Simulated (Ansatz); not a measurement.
`[F][Al]1[CH2][O]1` + HCl → `[Cl][Al]1[CH2][O]1` + H–F at 298.15 K and 1 bar (ligand exchange at the Al–F bond).

Computed with Ansatz on PBE0-D4/def2-TZVP structures; ΔE is electronic, products minus reactants. CCSD(T)/CBS is the MP2 limit (def2-TZVPP, def2-QZVPP) plus CCSD(T) − MP2 in def2-TZVPP, frozen cores. This one scheme is used for every species.

```
             species  CCSD(T)/CBS energy (Eh)  H − E (kJ/mol)  S (J/(mol·K))
 `[F][Al]1[CH2][O]1`               -456.27782            99.1          289.0
                 HCl               -460.38127            26.6          186.8
`[Cl][Al]1[CH2][O]1`               -816.25844            97.4          301.3
                 H–F               -100.39570            33.5          173.6
```

H − E and S are ideal-gas, rigid-rotor, harmonic terms from PBE0-D4/def2-TZVP. 1 Eh = 2625.50 kJ/mol, R = 8.31446 J/(mol·K).

Problem. By hand: ΔE, ΔH, ΔS and ΔG.

Solution. ΔE = (-816.25844) + (-100.39570) − (-456.27782) − (-460.38127) = 0.00495 Eh = 13.0 kJ/mol. Δ(H − E) = 97.4 + 33.5 − 99.1 − 26.6 = 5.2, so ΔH = 18.2 kJ/mol. ΔS = 301.3 + 173.6 − 289.0 − 186.8 = -0.9 J/(mol·K). ΔG = 18.2 − 298.15 × (-0.9)/1000 = 18.5 kJ/mol.

Problem. By hand: the equilibrium constant, and the temperature at which ΔG would vanish if ΔH and ΔS stayed fixed.

Solution. log₁₀ K = −ΔG/(RT ln 10) = -3.2. ΔH and −TΔS have one sign here, so there is no such temperature.

The number of gas molecules stays the same, so ΔS is small and ΔH decides. A doubt of 5 kJ/mol in ΔE shifts log₁₀ K by 0.9 here. These are equilibria of isolated gas molecules and say nothing of rates. Largest T1 diagnostic: 0.015 (customary marks: 0.02 for closed shells, 0.045 for open ones).

ΔS is within the doubt of such terms, so its sign, and with it that verdict, could turn.
